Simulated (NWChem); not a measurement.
Species: C$_{3}$H$_{2}$BNO$_{2}$; SMILES C#CB(O)N=C=O

```xyz
9

C     -1.8966     2.1048     0.0944
C     -1.3701     1.0082     0.1188
B     -0.7156    -0.3870     0.1469
O     -1.4407    -1.5070     0.3610
N      0.6865    -0.5281    -0.0563
C      1.8489    -0.3236    -0.2534
O      2.9893    -0.1670    -0.4428
H     -2.3545     3.0782     0.0702
H     -2.3763    -1.3178     0.4874
```
Atoms are numbered in this order, from 1.

Level: PBE0/def2-SVP (NWChem), optimised geometry, unscaled harmonic frequencies. 

| frequency (cm⁻¹) | IR intensity (km/mol) |
|---|---|
| 34 | 1.0 |
| 98 | 1.5 |
| 170 | 0.9 |
| 237 | 0.2 |
| 406 | 4.7 |
| 485 | 11.8 |
| 589 | 48.2 |
| 605 | 44.4 |
| 633 | 8.0 |
| 643 | 7.1 |
| 660 | 140.9 |
| 726 | 32.0 |
| 769 | 28.3 |
| 948 | 205.0 |
| 1195 | 342.5 |
| 1383 | 388.5 |
| 1648 | 188.4 |
| 2196 | 89.1 |
| 2502 | 1735.1 |
| 3475 | 49.3 |
| 3915 | 124.1 |

```yaml
zero_point_energy: 33.3 kcal/mol
thermal correction to the enthalpy at 298.15 K (with zero-point energy): 38.4 kcal/mol
heat capacity Cv: 23.5 cal/(mol K)
entropy at 298.15 K and 1 atm (symmetry number 1): 85.3 cal/(mol K)
dipole_moment: 3.40 D
```

Rigid rotor and harmonic oscillator; modes under 100 cm⁻¹ make the entropy uncertain.
